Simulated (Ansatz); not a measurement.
Program: Ansatz. Geometries: PBE0-D4/def2-TZVP. ΔE: electronic, gas phase. CBS: MP2 limit from def2 TZ/QZ plus the TZ coupled-cluster correction, frozen cores. Functionals use def2-TZVPP. One conformer a species, not always the lowest.

Reaction (substitution at a C–Si bond): `CO[SiH](C)F` + `O=CCO` → `COCC=O` + `CO[SiH2]F`

(1) Is it downhill or uphill in electronic energy at CCSD(T)/CBS, and by how much? (Estimate.)

(2) What do these levels give: revPBE-D4, CAM-B3LYP-D4, B2PLYP, PBE-QIDH, BHLYP, RPA@PBE/def2-TZVPP? (An estimate is asked.)

Largest T1 diagnostic among the species: 0.014.

Results:

(1) The calculation gave: Uphill: ΔE = +111.5 kJ/mol.

(2) Computed: revPBE-D4 112.2, CAM-B3LYP-D4 106.8, B2PLYP 107.4, PBE-QIDH 115.0, BHLYP 105.0, RPA@PBE/def2-TZVPP 94.7 kJ/mol.

At CCSD(T), def2-SVP lies −21.7 kJ/mol from the extrapolated value and def2-TZVPP −4.0 kJ/mol. In def2-TZVPP, CCSD(T) changes the Hartree–Fock value by +13.0 kJ/mol (the triples alone add +1.0 kJ/mol) and MP2 by +18.1 kJ/mol. Leaving LDA and LC-ωPBE aside and taking each functional with its dispersion term where it has one, the values, not all of them listed here, spread over 12.2 kJ/mol, from BLYP-D4 to r2SCAN0-D4. LDA lies +7.7 kJ/mol from PBE without D4.
